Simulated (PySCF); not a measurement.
# Frontier levels across methods

Species: C3H9FSi.
Z-matrix (Å and degrees, PBE0-D3(BJ)/def2-SVP geometry), rows numbered from 1:
```
C 
C   1  1.5159
C   2  1.5162  1  112.31
F   2  1.4064  1  107.28  3  -117.71
Si  2  1.9182  1  112.38  3   127.69
H   1  1.1022  2  109.87  3    56.47
H   1  1.1002  2  111.07  3   176.03
H   1  1.1007  2  111.00  3   -63.28
H   3  1.1026  2  109.92  1   -56.35
H   3  1.1000  2  111.08  1  -175.95
H   3  1.1006  2  110.98  1    63.40
H   5  1.4969  2  110.10  1   -63.75
H   5  1.4928  2  109.36  1    56.18
H   5  1.4927  2  109.34  1   176.40
```

Basis pcSseg-1 throughout (PySCF), one geometry. Isolated species at its PBE0-D3(BJ)/def2-SVP geometry, gas phase.

Q: How do the orbital energies, the gap and the dipole change with the method?

A: 
| method | kind | HOMO (eV) | LUMO (eV) | gap (eV) | μ (D) | SCF cycles |
| --- | --- | --- | --- | --- | --- | --- |
| BLYP | GGA | -6.62 | 0.00 | 6.62 | 1.65 | 13 |
| OPBE | GGA | -6.68 | 0.16 | 6.84 | 1.67 | 14 |
| PBE | GGA | -6.72 | -0.13 | 6.59 | 1.66 | 14 |
| B97-D | GGA | -6.74 | 0.05 | 6.80 | 1.69 | 14 |
| BP86 | GGA | -6.83 | -0.16 | 6.67 | 1.68 | 13 |
| KT2 | GGA | -6.83 | -0.25 | 6.58 | 1.67 | 14 |
| LDA | LDA | -6.83 | -0.40 | 6.43 | 1.73 | 13 |
| KT3 | GGA | -6.86 | -0.10 | 6.76 | 1.65 | 14 |
| B97-2 | global hybrid | -7.88 | 0.74 | 8.62 | 1.78 | 12 |
| B3LYP | global hybrid | -7.92 | 0.48 | 8.40 | 1.76 | 12 |
| PBE0 | global hybrid | -8.13 | 0.70 | 8.83 | 1.79 | 12 |
| mPW1PW91 | global hybrid | -8.17 | 0.74 | 8.90 | 1.80 | 12 |
| BHandHLYP | global hybrid | -9.46 | 1.52 | 10.98 | 1.89 | 12 |
| CAM-B3LYP | range-separated hybrid | -9.51 | 1.67 | 11.18 | 1.81 | 12 |
| wB97X-D | range-separated hybrid | -10.01 | 2.46 | 12.47 | 1.82 | 12 |
| LC-wPBE | range-separated hybrid | -10.81 | 2.88 | 13.69 | 1.83 | 13 |
| HF | Hartree–Fock | -11.47 | 3.74 | 15.21 | 2.03 | 10 |

The HOMO spans 4.85 eV, from BLYP down to HF, and the gap runs from 6.43 eV (LDA) to 15.21 eV (HF). Over the methods BLYP (0 %), OPBE (0 %), PBE (0 %), B97-D (0 %), BP86 (0 %), KT2 (0 %), LDA (0 %), KT3 (0 %), B97-2 (21 %), B3LYP (20 %), PBE0 (25 %), mPW1PW91 (25 %), BHandHLYP (50 %), HF (100 %), a straight line through the gap against the share of exact exchange rises by 0.86 eV for each 10 % (correlation coefficient 0.999). The dipole ranges from 1.65 D (KT3) to 2.03 D (HF). This basis has no diffuse functions.
